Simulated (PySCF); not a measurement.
Isomers of C4H9ClO2Si2, mass 179.983 u with the commonest isotopes. The calculation used PBE0/pcSseg-1 in PySCF (dipole) on a GFN2-xTB geometry, gas phase. One conformer each, none proved a minimum here; rigid rotors.

Question: Order these by radius of gyration √(Σ m r²/M), smallest first.
A. `[O:1]=[C:2]1[CH2:3][CH2:4][Si@@:5]([Cl:6])([O:7][SiH3:8])[CH2:9]1` with C4–Si5–O7–Si8 -140°, O1–C2–C3–C4 134°, C2–C3–C4–Si5 34°, C3–C4–Si5–Cl6 105°, C4–Si5–C9–C2 -9°
B. `[CH3:1][O:2][C:3]1=[CH:4][O:5][Si@@H:6]([CH2:7][Cl:8])[SiH2:9]1` with C1–O2–C3–C4 -1°, O5–Si6–C7–Cl8 -171°
C. `[O:1]=[C:2]([OH:3])/[CH:4]=[CH:5]/[C@H:6]([Cl:7])[SiH2:8][SiH3:9]` with O1–C2–O3–H 0°, O1–C2–C4–C5 2°, C4–C5–C6–Cl7 -147°, C5–C6–Si8–Si9 172°
D. `[O:1]=[C:2]([OH:3])[CH2:4]/[CH:5]=[C:6](\[Cl:7])[SiH2:8][SiH3:9]` with O1–C2–O3–H 0°, O1–C2–C4–C5 0°, C2–C4–C5–C6 113°, C5–C6–Si8–Si9 108°

Answer: A (2.401 Å), B (2.675 Å), D (2.712 Å), C (2.902 Å).

Question: Order these by rotational constant C, largest first.
A. `[O:1]=[C:2]([OH:3])[CH2:4]/[CH:5]=[C:6](\[Cl:7])[SiH2:8][SiH3:9]` with O1–C2–O3–H 0°, O1–C2–C4–C5 0°, C2–C4–C5–C6 113°, C5–C6–Si8–Si9 108°
B. `[O:1]=[C:2]([OH:3])/[CH:4]=[CH:5]/[C@H:6]([Cl:7])[SiH2:8][SiH3:9]` with O1–C2–O3–H 0°, O1–C2–C4–C5 2°, C4–C5–C6–Cl7 -147°, C5–C6–Si8–Si9 172°
C. `[CH3:1][O:2][C:3]1=[CH:4][O:5][Si@@H:6]([CH2:7][Cl:8])[SiH2:9]1` with C1–O2–C3–C4 -1°, O5–Si6–C7–Cl8 -171°
D. `[O:1]=[C:2]1[CH2:3][CH2:4][Si@@:5]([Cl:6])([O:7][SiH3:8])[CH2:9]1` with C4–Si5–O7–Si8 -140°, O1–C2–C3–C4 134°, C2–C3–C4–Si5 34°, C3–C4–Si5–Cl6 105°, C4–Si5–C9–C2 -9°

Answer: D (534.1 MHz), A (414.9 MHz), C (402.5 MHz), B (345.6 MHz).

Question: Order these by rotational constant B, smallest first.
A. `[O:1]=[C:2]([OH:3])/[CH:4]=[CH:5]/[C@H:6]([Cl:7])[SiH2:8][SiH3:9]` with O1–C2–O3–H 0°, O1–C2–C4–C5 2°, C4–C5–C6–Cl7 -147°, C5–C6–Si8–Si9 172°
B. `[CH3:1][O:2][C:3]1=[CH:4][O:5][Si@@H:6]([CH2:7][Cl:8])[SiH2:9]1` with C1–O2–C3–C4 -1°, O5–Si6–C7–Cl8 -171°
C. `[O:1]=[C:2]([OH:3])[CH2:4]/[CH:5]=[C:6](\[Cl:7])[SiH2:8][SiH3:9]` with O1–C2–O3–H 0°, O1–C2–C4–C5 0°, C2–C4–C5–C6 113°, C5–C6–Si8–Si9 108°
D. `[O:1]=[C:2]1[CH2:3][CH2:4][Si@@:5]([Cl:6])([O:7][SiH3:8])[CH2:9]1` with C4–Si5–O7–Si8 -140°, O1–C2–C3–C4 134°, C2–C3–C4–Si5 34°, C3–C4–Si5–Cl6 105°, C4–Si5–C9–C2 -9°

Answer: A (385.5 MHz), B (443.8 MHz), C (461.9 MHz), D (672.9 MHz).

```json
{"SMILES": "O=C(O)C/C=C(\\Cl)[SiH2][SiH3]", "point group": "C1", "Ia (u·Å²)": "334.45", "Ib (u·Å²)": "1094.19", "Ic (u·Å²)": "1218.20", "κ": "-0.91", "μa (D)": "1.20", "μb (D)": "0.17", "μc (D)": "0.92"}
{"SMILES": "O=C(O)/C=C/[C@H](Cl)[SiH2][SiH3]", "point group": "C1", "Ia (u·Å²)": "258.25", "Ib (u·Å²)": "1311.03", "Ic (u·Å²)": "1462.20", "κ": "-0.95", "μa (D)": "0.64", "μb (D)": "2.02", "μc (D)": "1.53"}
{"SMILES": "COC1=CO[Si@@H](CCl)[SiH2]1", "point group": "C1", "Ia (u·Å²)": "180.81", "Ib (u·Å²)": "1138.83", "Ic (u·Å²)": "1255.62", "κ": "-0.97", "μa (D)": "2.04", "μb (D)": "1.04", "μc (D)": "0.70"}
{"SMILES": "O=C1CC[Si@@](Cl)(O[SiH3])C1", "point group": "C1", "Ia (u·Å²)": "378.52", "Ib (u·Å²)": "751.09", "Ic (u·Å²)": "946.22", "κ": "-0.65", "μa (D)": "2.07", "μb (D)": "0.68", "μc (D)": "0.95"}
```
